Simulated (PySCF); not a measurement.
## Computed structure and properties of [Eu(H2O)4]3+

System: [Eu(H2O)4]3+ (singlet in the valence; each metal's 4f electrons, 6 of them, lie in its core potential, out of spins and levels); start: displaced along the imaginary mode (S4). Method: PySCF 2.14.0, RKS PBE0, Eu lcecp-1-SVP with ECP52, O def2-SVP, H def2-SVP; non-relativistic Hamiltonian with scalar-relativistic core potentials where named; density fitting; no spin-orbit coupling.

Input of the relaxation:

```python
mol = gto.M(atom='''
Eu     0.00000     0.00000    -0.00000
O      1.33563     1.34810     1.34024
H      1.90843     1.05074     2.12348
H      1.50120     2.34424     1.23896
O     -1.33563    -1.34024     1.34810
H     -1.50120    -1.23896     2.34424
H     -1.90843    -2.12348     1.05074
O      1.33563    -1.34810    -1.34024
H      1.50120    -2.34424    -1.23896
H      1.90843    -1.05074    -2.12348
O     -1.33563     1.34024    -1.34810
H     -1.90843     2.12348    -1.05074
H     -1.50120     1.23896    -2.34424''',
    basis={'Eu': 'lcecp-1-SVP', 'O': 'def2-SVP', 'H': 'def2-SVP'},
    ecp={'Eu': 'lcecp-1-SVP'},
    charge=3, spin=0)
mf = dft.RKS(mol, xc='PBE0')
mf.grids.atom_grid = (50, 194)  # f atoms: unpruned, at least (60, 302)
mf = mf.density_fit()  # fitting sets: Eu AutoAux, O def2-universal-JKFIT, H def2-universal-JKFIT
mf.conv_tol = 1e-08; mf.max_cycle = 55
mf.kernel(dm0)  # dm0: converged density of the start geometry
# quasi-Newton relaxation in Cartesian coordinates to a largest gradient under 0.00045 Eh/bohr, steps kept in the point group
```

Run from Python with OMP_NUM_THREADS=2; the lines above give its settings. Where DIIS fails, smearing, a level shift and second-order steps follow.
It took 110 s on 2 threads of Arm Neoverse V2 (shared host), from the converged density of the start.

Course of the relaxation:

| step | energy above end (eV) | largest force component within the symmetry (eV/Å) |
| --- | --- | --- |
| 0 | 0.2338 | 1.348 |
| 1 | 0.0315 | 0.128 |
| 2 | 0.0284 | 0.025 |
| 3 | 0.0265 | 0.103 |
| 4 | 0.0236 | 0.174 |
| 5 | 0.0179 | 0.152 |
| 6 | 0.0115 | 0.051 |
| 7 | 0.0094 | 0.080 |
| 10 | 0.0018 | 0.089 |
| 11 | 0.0007 | 0.028 |
| 12 | 0.0004 | 0.044 |
| 13 | 0.0002 | 0.027 |
| 14 | 0.0000 | 0.008 |
| 15 | 0.0000 | 0.006 |
(The steps between are left out.)

Relaxed geometry (S4):

```xyz
13

Eu    0.0000    0.0000    0.0000
O     1.3856    1.3474    1.2831
H     2.1862    1.0884    1.7925
H     1.3203    2.3162    1.4420
O    -1.3856   -1.2831    1.3474
H    -1.3203   -1.4420    2.3162
H    -2.1862   -1.7925    1.0884
O     1.3856   -1.3474   -1.2831
H     1.3203   -2.3162   -1.4420
H     2.1862   -1.0884   -1.7925
O    -1.3856    1.2831   -1.3474
H    -2.1862    1.7925   -1.0884
H    -1.3203    1.4420   -2.3162
```

```
      contact      Å
 Eu1–O2 (H2O)  2.320
 Eu1–O5 (H2O)  2.320
 Eu1–O8 (H2O)  2.320
Eu1–O11 (H2O)  2.320
```

On the finer grid (75, 302):

The HOMO is -24.21 eV, the LUMO is -15.22 eV and the dipole about the centre of mass is 0.00 D. The set of Mulliken populations of Eu1 outside the core potential is s 2.15, p 6.22, d 0.80, f 0.06 and the D3(BJ) dispersion energy (not in the energies) is -0.173 eV.

| atom | Mulliken (e) | Löwdin (e) | spin (e) |
| --- | --- | --- | --- |
| Eu1 | 1.78 | 1.37 | 0.00 |
| O2 | -0.33 | 0.01 | 0.00 |
| H3 | 0.32 | 0.20 | 0.00 |
| H4 | 0.32 | 0.20 | 0.00 |
| O5 | -0.33 | 0.01 | 0.00 |
| H6 | 0.32 | 0.20 | 0.00 |
| H7 | 0.32 | 0.20 | 0.00 |
| O8 | -0.33 | 0.01 | 0.00 |
| H9 | 0.32 | 0.20 | 0.00 |
| H10 | 0.32 | 0.20 | 0.00 |
| O11 | -0.33 | 0.01 | 0.00 |
| H12 | 0.32 | 0.20 | 0.00 |
| H13 | 0.32 | 0.20 | 0.00 |

The 4f levels lie in the core potential and are missing. Their spin isn't counted.

No frequency check is given for this geometry.

Taking off one H2O (charge 0, singlet; the rest: singlet) in vacuum, both parts rigid, costs 3.33 eV; the small basis without counterpoise inflates it. Parting with an electron moved from the ligand to the metal can be far cheaper, even downhill.

Rigid scan of H2O along the line from its metal:

```csv
distance to O2 (Å),energy (eV)
2.02,0.624
2.12,0.237
2.22,0.051
2.32,0.000
2.42,0.038
2.52,0.133
```

One start shape was tried, so this needn't be the lowest isomer.

An lcecp potential fixes the number of 4f electrons, so in runs with it no electron can move into or out of that shell.
